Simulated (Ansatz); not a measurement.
Two isomers of CH6BNTe: A = `NCB[TeH]`, B = `BNC[TeH]`.

Program: Ansatz. Geometries: PBE0-D4/def2-TZVP. ΔE: electronic, gas phase. CCSD(T)/CBS adds triple-zeta CCSD(T) − MP2 to the extrapolated MP2 energy (def2 sets, frozen cores). DFT in def2-TZVPP. B3LYP here is the variant with VWN-RPA as its local correlation; programs differ in this. Elements past krypton have def2 core potentials. For Te outer-core shells are correlated without core-valence functions, which leaves a few kJ/mol of doubt a bond. Each species was taken in one conformer, which may not be the lowest.

Task: Which is lower in electronic energy at CCSD(T)/CBS, and by how much? (Best estimate.)

Result: The calculation gave: B, by 11.4 kcal/mol.

Task: Give E(B) − E(A) in kcal/mol with PBE0-D4, r2SCAN-D4, MP2/def2-TZVPP, B3LYP, PBE-D4, CCSD(T)/def2-TZVPP, CCSD/def2-TZVPP. (An estimate is asked.)

Result: Ansatz gave: PBE0-D4 -10.6, r2SCAN-D4 -11.0, MP2/def2-TZVPP -12.0, B3LYP -13.2, PBE-D4 -11.4, CCSD(T)/def2-TZVPP -11.6, CCSD/def2-TZVPP -11.4. None reverses the order clearly.

Largest T1 diagnostic: 0.013.

From PBE to PBE0 (25 % exact exchange), in def2-TZVPP and without D4, E(B) − E(A) moves by +0.8 kcal/mol.
